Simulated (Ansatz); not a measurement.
Problem. Name a neutral molecule of N, S, Si and H with HOMO–LUMO gap (B3LYP/def2-TZVPP) between 6.00 and 6.30 eV and LUMO energy (ωB97M-V/def2-TZVPP) between 1.40 and 1.70 eV (Ansatz, PBE0-D4/def2-TZVP geometry).

Solution. `N[SiH]1[SiH2]S1` (6.16 eV, 1.52 eV). Other molecules can fit too; these were computed, each in one conformer that needn't be the lowest.

B3LYP here is the variant with VWN-RPA as its local correlation; programs differ in this.
